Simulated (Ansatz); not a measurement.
Born–Oppenheimer molecular dynamics of CH2BFS (6 atoms, charge 0, multiplicity 1). It starts from a relaxed structure.

All numbers below come from UKS PBE-D4/6-31G (Ansatz).

```yaml
ensemble: NVT, Langevin thermostat
time_step: 1 fs
steps_asked: 250
set_temperature: 1500 K
friction: 0.005 /fs
seed: 239669
```

First frame:

```xyz
6
Properties=species:S:1:pos:R:3
F -0.289 -2.122 0.301
B -0.328 -0.802 -0.012
C 0.431 0.519 0.104
S -1.380 0.401 -0.850
H 1.234 0.794 -0.589
H 0.374 1.147 1.000
```

Question: How far do the bonds stretch over the last three quarters of this one trajectory? (Pairs bonded in most of those frames.)

Answer: 
| bond | mean (Å) | spread (Å) | shortest | longest |
| --- | --- | --- | --- | --- |
| F1–B2 | 1.366 | 0.040 | 1.30 | 1.45 |
| B2–C3 | 1.535 | 0.047 | 1.44 | 1.62 |
| B2–S4 | 1.830 | 0.063 | 1.71 | 1.96 |
| C3–S4 | 2.139 | 0.095 | 1.99 | 2.39 |
| C3–H5 | 1.111 | 0.050 | 1.01 | 1.22 |
| C3–H6 | 1.115 | 0.057 | 1.01 | 1.23 |

Mean temperature of the second half: 937 K. The mean temperature of the second half is 38 % below the set value. A run of 0.25 ps of so small a system gives no equilibrium averages. Limits of this set-up: no polarisation functions.

Time of the run: 7.9 min on 1 thread of Arm Neoverse V1 (shared host), peak memory 0.1 GiB.
